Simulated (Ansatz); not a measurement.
Reaction (formal hydrolysis of the Si–C bond): `O[Si](F)(F)CCl` + H₂O → `O[Si](O)(F)F` + `CCl`

Computed with Ansatz on PBE0-D4/def2-TZVP structures; ΔE is electronic, products minus reactants. CCSD(T)/CBS adds triple-zeta CCSD(T) − MP2 to the extrapolated MP2 energy (def2 sets, frozen cores). This one scheme is used for every species. Functionals use def2-TZVPP. HSE06 is defined as in plane-wave codes. One conformer a species, not always the lowest.

CCSD(T)/CBS gives -27.4 kcal/mol.

Question: Another level gave -28.8 kcal/mol. Which?
A. HSE06/def2-TZVPP
B. BLYP/def2-TZVPP
C. PBE0-D4/def2-TZVPP
D. HF/def2-TZVPP

Answer: B. BLYP -28.8, HSE06 -27.5, PBE0-D4 -26.4, HF/def2-TZVPP -33.9 kcal/mol.

Largest T1 diagnostic among the species: 0.011.

From r2SCAN to r2SCAN0 (25 % exact exchange), in def2-TZVPP and without D4, ΔE moves by −0.7 kcal/mol. In def2-TZVPP, CCSD(T) changes the Hartree–Fock value by +5.9 kcal/mol (the triples alone add +0.9 kcal/mol) and MP2 by +5.7 kcal/mol.
